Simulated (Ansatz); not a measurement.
Stretching the B1–H2 bond in CH5BO (SMILES BOC) (multiplicity 1 held, fragments rigid). Energies count from the point at 1.192 Å.
Geometry at that point (charge 0, multiplicity 1):
```xyz
8

B     -0.29602     0.11288     1.27195
H     -1.18413     0.52666     1.95150
H      0.69681    -0.37887     1.73085
O     -0.44735     0.21798    -0.05665
C      0.53526    -0.23564    -0.98323
H      1.39623    -0.66493    -0.46633
H      0.08263    -0.98693    -1.63070
H      0.85578     0.60971    -1.59247
```

Restricted levels (R-, RO-) in cc, def2 and unpolarised 6-31G sets keep to the state of the molecule at rest. U- levels take the lowest unrestricted solution at each point, which mixes spins at long bonds. Active spaces are followed from a long bond inwards. Levels need not reach the same state.

Frozen-core correlation.

Run with Ansatz (Gaussian basis) for Hartree–Fock, density functionals and correlated methods. Each number belongs to the level named beside it.

Energies in kJ/mol.

```
R (Å)  R-SCS-MP2/cc-pVDZ  U-SCS-MP2/cc-pVDZ  CASSCF(2,2)/cc-pVDZ  SC-NEVPT2 on CASSCF(2,2)/cc-pVDZ  FIC-NEVPT4(SD) on CASSCF(2,2)/cc-pVDZ  FIC-MRCISD+Q on CASSCF(2,2)/cc-pVDZ
-----  -----------------  -----------------  -------------------  --------------------------------  -------------------------------------  -----------------------------------
0.954                117                117                  125                               121                                    119                                  118
1.073                 26                 26                   30                                28                                     27                                   27
1.192                  0                  0                    0                                 0                                      0                                    0
1.312                 11                 11                    6                                 ?                                     10                                   10
1.431                 42                 42                   32                                36                                     39                                   40
1.610                106                106                   87                                95                                    100                                  101
1.789                177                177                  148                               159                                    166                                  167
2.087                288                322                  239                               255                                    265                                  266
2.385                380                396                  308                               328                                    339                                  341
2.742                465                429                  360                                 ?                                    396                                  397
3.219                537                442                  393                               419                                    431                                  432
3.816                574                446                  404                               432                                    444                                  445
```

Q: What belongs in the gaps?

A: 
- 2.742, SC-NEVPT2 on CASSCF(2,2)/cc-pVDZ: 384
- 1.312, SC-NEVPT2 on CASSCF(2,2)/cc-pVDZ: 8

Doubts at one or more of the structures used: a restricted determinant that unrestricted orbitals would lower (R-SCS-MP2/cc-pVDZ); a spin-contaminated determinant (U-SCS-MP2/cc-pVDZ).

Ansatz is an electronic-structure program.
